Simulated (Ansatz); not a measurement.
`C[N]=[Mo]([NH2])(=[O])[F]`, relaxed with RKS PBE0-D4/def2-TZVP in Ansatz from a PBE-D4/def2-SVP geometry. The force threshold is 0.005 eV/Å; the program also tests the step.

Total charge 0; spin multiplicity 1. Mo: def2 effective core potential.

Start:

```xyz
11

C     1.580    1.279   -0.306
N     0.382    0.520   -0.431
Mo   -1.135   -0.077    0.196
N    -0.980   -2.009    0.100
O    -1.318    0.407    1.820
F    -2.544    0.572   -0.871
H     2.461    0.650   -0.567
H     1.728    1.670    0.727
H     1.573    2.140   -1.011
H    -1.502   -2.626    0.732
H    -0.245   -2.526   -0.390
```

Question: By how much does the energy fall, and how many steps does the optimiser take? (An estimate is asked.)

Answer: Ansatz gave: 0.07 eV, in 8 steps.

Question: Which bonds change most? (Estimate.)

Answer: Ansatz gave: N2–Mo3 from 1.746 to 1.722 Å; Mo3–O5 from 1.705 to 1.681 Å; C1–H8 from 1.114 to 1.096 Å; C1–H9 from 1.113 to 1.095 Å.

Question: Give the relaxed structure. (An estimate is asked.)

Answer: Ansatz gave: 
```xyz
11

C     1.568    1.270   -0.301
N     0.367    0.522   -0.424
Mo   -1.122   -0.075    0.201
N    -0.971   -1.994    0.088
O    -1.289    0.399    1.806
F    -2.528    0.575   -0.846
H     2.426    0.623   -0.513
H     1.684    1.688    0.705
H     1.579    2.086   -1.030
H    -1.471   -2.604    0.719
H    -0.245   -2.490   -0.405
```
